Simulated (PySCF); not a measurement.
Order these species by their calculated properties.

All species are isolated and taken at one optimised geometry, non-relativistic unless stated; the electronic structure was computed with PySCF and density fitting.

Dipoles, sizes and rotational constants follow the conformer. The torsions of the flexible species, by atom-mapped SMILES:
- `[CH3:1][CH2:2][CH2:3][S:4][SiH2:5][SiH2:6][SiH3:7]`: C1–C2–C3–S4 -64°, C2–C3–S4–Si5 -69°, C3–S4–Si5–Si6 -156°, S4–Si5–Si6–Si7 -172°
- `[F:1][CH2:2][C@H:3]([F:4])[CH:5]=[C:6]([F:7])[F:8]`: F1–C2–C3–F4 -172°, C2–C3–C5–C6 66°
- `[CH3:1][C:2](=[O:3])[N:4]([SiH2:5][C:6]#[N:7])[CH:8]1[CH2:9][CH2:10]1`: C1–C2–N4–Si5 177°, C2–N4–Si5–C6 70°, C2–N4–C8–C9 -142°
- `[CH3:1][C@H:2]([F:3])[C:4]([F:5])=[C:6]([F:7])[F:8]`: C1–C2–C4–F5 -108°
- `[CH2:1]=[C:2]([F:3])[CH2:4][CH:5]([CH3:6])[CH3:7]`: C1–C2–C4–C5 111°, C2–C4–C5–C6 -64°
- `[CH3:1][CH:2]([CH3:3])[NH:4][SiH2:5][NH:6][SiH3:7]`: C1–C2–N4–Si5 154°, C2–N4–Si5–N6 -176°, N4–Si5–N6–Si7 -167°
- `[F:1]/[CH:2]=[C:3](\[F:4])[CH2:5][CH:6]([F:7])[F:8]`: C2–C3–C5–C6 107°, C3–C5–C6–F7 -68°
- `[CH2:1]=[C:2]([O:3][CH3:4])[SiH2:5]/[N:6]=[CH:7]/[CH2:8][C:9]#[N:10]`: C1–C2–O3–C4 3°, C1–C2–Si5–N6 -112°, C2–Si5–N6–C7 -94°, N6–C7–C8–C9 -112°
- `[F:1][CH2:2]/[CH:3]=[CH:4]/[C:5]([F:6])([F:7])[F:8]`: F1–C2–C3–C4 0°, C3–C4–C5–F6 121°
- `[F:1][CH2:2]/[CH:3]=[CH:4]\[C:5]([F:6])([F:7])[F:8]`: F1–C2–C3–C4 176°, C3–C4–C5–F6 55°
- `[F:1][CH2:2][SiH2:3][Si@@H:4]([F:5])[S:6][SiH3:7]`: F1–C2–Si3–Si4 45°, C2–Si3–Si4–F5 78°, Si3–Si4–S6–Si7 -166°
- `[CH3:1]/[C:2]([F:3])=[CH:4]\[C:5]([F:6])([F:7])[F:8]`: C2–C4–C5–F6 -62°
- `[F:1]/[CH:2]=[C:3](/[F:4])[CH2:5][CH:6]([F:7])[F:8]`: C2–C3–C5–C6 -119°, C3–C5–C6–F7 68°
- `[F:1][C:2]([F:3])=[CH:4][CH2:5][CH:6]([F:7])[F:8]`: C2–C4–C5–C6 -118°, C4–C5–C6–F7 -179°

Question: Rank by smallest rotational constant, highest first (GFN2-xTB).
A. `CCCS[SiH2][SiH2][SiH3]`
B. `CC(=O)N([SiH2]C#N)C1CC1`
C. `F/C=C(\F)CC(F)F`
D. `C(F)[C@@H](C=C(F)F)F`
E. `CC(C)N[SiH2]N[SiH3]`
F. `C=C(F)CC(C)C`
G. `C[C@H](F)C(F)=C(F)F`
H. `C=C(OC)[SiH2]/N=C/CC#N`

Answer: F (1.421 GHz), G (1.240 GHz), D (1.110 GHz), C (0.917 GHz), B (0.740 GHz), E (0.589 GHz), H (0.519 GHz), A (0.378 GHz).

Question: Rank by lowest singlet excitation, highest first (TDDFT CAM-B3LYP/def2-SVPD at GFN2-xTB geometries).
A. `FC[SiH2][Si@@H](F)S[SiH3]`
B. `FC[C@H](F)C=C(F)F`
C. `C(F)/C=C\C(F)(F)F`
D. `C[C@H](F)C(F)=C(F)F`
E. `FC/C=C/C(F)(F)F`

Answer: E (7.54 eV), B (7.19 eV), C (7.03 eV), D (6.65 eV), A (5.76 eV).

Q: By how much do the two ends of that ranking differ?

A: By 1.78 eV, between `FC/C=C/C(F)(F)F` and `FC[SiH2][Si@@H](F)S[SiH3]`.

Question: Rank by HOMO–LUMO gap, lowest first (CAM-B3LYP/def2-SVPD at GFN2-xTB geometries).
A. `FC/C=C\C(F)(F)F`
B. `FC[SiH2][Si@@H](F)S[SiH3]`
C. `C(=C(F)F)[C@@H](F)CF`
D. `C/C(F)=C\C(F)(F)F`

Answer: B (8.88 eV), A (9.87 eV), D (9.97 eV), C (10.09 eV).

Q: By how much do the two ends of that ranking differ?

A: By 1.21 eV, between `FC[C@H](F)C=C(F)F` and `FC[SiH2][Si@@H](F)S[SiH3]`.

Question: Rank by dipole moment, lowest first (CAM-B3LYP/def2-SVPD at GFN2-xTB geometries).
A. `C[C@H](F)C(F)=C(F)F`
B. `FC/C=C\C(F)(F)F`
C. `C(=C(/CC(F)F)F)/F`
D. `FC[C@H](F)C=C(F)F`
E. `F/C=C(\F)CC(F)F`
F. `FC/C=C/C(F)(F)F`
G. `FC(F)=CCC(F)F`

Answer: G (0.72 D), D (1.05 D), B (1.44 D), E (1.66 D), C (1.95 D), A (2.16 D), F (3.01 D).

Q: By how much do the two ends of that ranking differ?

A: By 2.29 D, between `FC/C=C/C(F)(F)F` and `FC(F)=CCC(F)F`.

Question: Rank by electronic spatial extent ⟨r²⟩ about the centre of nuclear charge, lowest first (CAM-B3LYP/def2-SVPD at GFN2-xTB geometries).
A. `FC/C=C\C(F)(F)F`
B. `FC(F)=CCC(F)F`
C. `FC[C@H](F)C=C(F)F`
D. `C(/CC(F)F)(=C\F)F`
E. `C/C(F)=C\C(F)(F)F`
F. `FC[SiH2][Si@@H](F)S[SiH3]`
G. `C[C@H](F)C(F)=C(F)F`
H. `FC/C=C/C(F)(F)F`

Answer: G (935 bohr²), E (973 bohr²), C (1011 bohr²), A (1053 bohr²), D (1135 bohr²), H (1164 bohr²), B (1265 bohr²), F (2301 bohr²).

Q: Give the two extremes of that set in Å².

A: `C[C@H](F)C(F)=C(F)F`: 262 Å²; `FC[SiH2][Si@@H](F)S[SiH3]`: 644 Å².

Question: Rank by lowest triplet excitation (Tamm–Dancoff), lowest first (TDA CAM-B3LYP/def2-SVPD at GFN2-xTB geometries).
A. `FC[C@H](F)C=C(F)F`
B. `FC/C=C\C(F)(F)F`
C. `FC[SiH2][Si@@H](F)S[SiH3]`
D. `F/C=C(/F)CC(F)F`
E. `FC(F)=CCC(F)F`

Answer: B (4.14 eV), D (4.29 eV), A (4.43 eV), E (4.63 eV), C (5.37 eV).
